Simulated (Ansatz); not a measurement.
C$_{2}$H$_{8}$BGaOSi (`B/C=C\O[SiH2][GaH2]`). Charge 0, multiplicity 1.

```xyz
14

B    -1.169   -2.851    0.109
C    -0.922   -1.717   -0.872
C    -0.395   -0.521   -0.546
O    -0.002   -0.186    0.681
Si    0.461    1.332    1.217
Ga    1.547    2.695   -0.467
H    -1.640   -3.884   -0.273
H    -0.902   -2.729    1.269
H    -1.166   -1.814   -1.926
H    -0.245    0.256   -1.301
H    -0.749    2.026    1.743
H     1.362    1.059    2.365
H     2.149    4.077   -0.026
H     1.671    2.259   -1.972
```

Question: What are the harmonic wavenumbers in cm⁻¹ at PBE0-D4/def2-TZVP (Ansatz, finite differences of forces, unscaled)? (An estimate is asked.)

Answer: Ansatz gave: 26, 57, 84, 113, 156, 265, 272, 310, 330, 350, 420, 548, 586, 737, 739, 787, 839, 847, 907, 933, 1005, 1016, 1034, 1159, 1241, 1324, 1461, 1642, 1959, 1967, 2193, 2230, 2579, 2655, 3087, 3172.

Question: Is this a minimum?

Answer: Yes, all 36 modes are real.

Question: Give the ideal-gas thermochemistry at 298.15 K and 1 bar (rigid rotor, harmonic oscillator; point group C1, symmetry number 1).

Answer: Zero-point energy 233.5 kJ/mol; H(298) − E = 262.3 kJ/mol; entropy 424.3 J/(mol·K), of which translation 171.9, rotation 123.0, vibration 129.4; G(298) − E = 135.8 kJ/mol. Modes under 100 cm⁻¹ are hindered rotations or soft bends, so the harmonic entropy is rough.
